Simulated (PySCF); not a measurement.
Species: C₇H₇N₂P.
SMILES: `C#Cc1pcnn1CC=C`

Level: B3LYP/def2-SVPD in PySCF, non-relativistic, on one gas-phase PBE0-D3(BJ)/def2-SVP geometry that isn't relaxed in the solvent. The solvent is an IEF-PCM continuum (Bondi radii, 1.10 Å for H, scaled by 1.2), and excitations are vertical TDDFT with non-equilibrium linear response and a frozen core. The model holds no explicit solvent molecules, cavitation or dispersion.

Gas-phase singlets (H = HOMO, L = LUMO):

| state | E (eV) | λ (nm) | f | leading configuration |
| --- | --- | --- | --- | --- |
| S1 | 4.687 | 265 | 0.206 | H→L 91% |
| S2 | 4.856 | 255 | 0.005 | H-2→L 85% |
| S3 | 5.003 | 248 | 0.042 | H-1→L 76% |
| S4 | 5.102 | 243 | 0.002 | H-3→L 64% |
| S5 | 5.304 | 234 | 0.013 | H→L+1 61% |

**Question.** Give the list for chloroform (ε = 4.711), n² = 2.09.

**Answer.** 
| state | E (eV) | λ (nm) | f | leading configuration | change by rank (eV) |
| --- | --- | --- | --- | --- | --- |
| S1 | 4.596 | 270 | 0.296 | H→L 94% | -0.091 |
| S2 | 4.888 | 254 | 0.003 | H-3→L 84% | +0.032 |
| S3 | 4.971 | 249 | 0.060 | H-1→L 82% | -0.032 |
| S4 | 5.064 | 245 | 0.009 | H-2→L 71% | -0.038 |
| S5 | 5.435 | 228 | 0.014 | H→L+1 42% | +0.131 |

**Question.** The ground-state energy changes by -0.170 eV from gas to chloroform. By how much does the total energy of gas-phase S1 change?

**Answer.** E(S1) = E(S0) + excitation energy, so it changes by -0.170 − 0.091 = -0.261 eV: it is lowered more than the ground state, which is what a red shift means. This is the vertical state, with the slow part of the continuum still set for S0.

**Question.** How do the frontier levels move from gas to chloroform?

**Answer.** 
```csv
orbital,gas (eV),solvent (eV),change (eV)
LUMO+2,-0.12,-0.14,-0.02
LUMO+1,-0.59,-0.48,+0.11
LUMO,-1.66,-1.69,-0.03
HOMO,-6.60,-6.66,-0.06
HOMO-1,-7.32,-7.33,-0.01
HOMO-2,-7.60,-7.65,-0.05
HOMO-3,-7.76,-7.71,+0.05
```

The HOMO–LUMO gap goes from 4.94 to 4.98 eV. Rows go by rank; for HOMO-3, HOMO-2 and HOMO-1 the atom shares or the degeneracy differ between the runs, so the row needn't follow one orbital.

The values belong to the conformer `[CH:1]#[C:2][c:3]1[p:4][cH:5][n:6][n:7]1[CH2:8][CH:9]=[CH2:10]`: N6–N7–C8–C9 -91°, N7–C8–C9–C10 -122°.
